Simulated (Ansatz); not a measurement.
Consider the ligand exchange at a Ge–Se bond: `[Cl][Ge]([Cl])([Cl])[SeH]` + HI → `[Cl][Ge]([Cl])([Cl])[I]` + H₂Se.

Gas-phase electronic energies from Ansatz, PBE0-D4/def2-TZVP geometries. CCSD(T)/CBS adds triple-zeta CCSD(T) − MP2 to the extrapolated MP2 energy (def2 sets, frozen cores). DFT in def2-TZVPP. def2 core potentials past Kr. For Ge, I, Se outer-core shells are correlated without core-valence functions, which leaves a few kJ/mol of doubt a bond. Scalar relativity is left out up to krypton. Each species was taken in one conformer, which may not be the lowest.

`[Cl][Ge]([Cl])([Cl])[SeH]`:

```xyz
6

Cl   -0.320   -1.054    1.934
Ge   -0.344   -0.299   -0.059
Cl   -0.828   -1.888   -1.387
Cl   -1.901    1.155   -0.137
Se    1.714    0.551   -0.722
H     1.680    1.536    0.370
```

HI:

Cartesian coordinates in Å:
```
I 0.280 -0.485 -0.578
H -0.280 0.485 0.578
```

`[Cl][Ge]([Cl])([Cl])[I]`:

Z-matrix (Å, degrees):
```
Ge
Cl 1 2.124
Cl 1 2.124 2 108.3
I 1 2.477 2 110.6 3 121.3
Cl 1 2.124 2 108.3 3 -117.3
```

H₂Se:

Cartesian coordinates in Å:
```
Se -0.276 0.505 0.370
H 0.263 0.407 -0.990
H 0.013 -0.912 0.620
```

```csv
level,ΔE (kJ/mol),difference from CCSD(T)/CBS
LDA (SPW92),-12.6,4.3
r2SCAN-D4,-14.9,2.0
B97M-V,-14.3,2.6
r2SCANh-D4,-15.2,1.7
CAM-B3LYP-D4,-14.4,2.5
PBE-QIDH,-15.5,1.4
r2SCAN,-15.0,1.9
r2SCANh,-15.2,1.7
HF/def2-SVP,-16.8,0.1
MP2/def2-SVP,-16.4,0.5
CCSD/def2-SVP,-15.3,1.6
CCSD(T)/def2-SVP,-15.1,1.8
CCSD/def2-TZVPP,-11.9,5.0
CCSD(T)/def2-TZVPP,-11.9,5.0
HF/def2-QZVPP,-18.1,-1.2
HF/CBS(def2),-18.3,-1.4
CCSD(T)/CBS,-16.9,0
```

Largest T1 diagnostic among the species: 0.009.

Leaving LDA and LC-ωPBE aside and taking each functional with its dispersion term where it has one, the values, not all of them listed here, spread over 3.6 kJ/mol, from BHLYP-D4 to revPBE-D4.
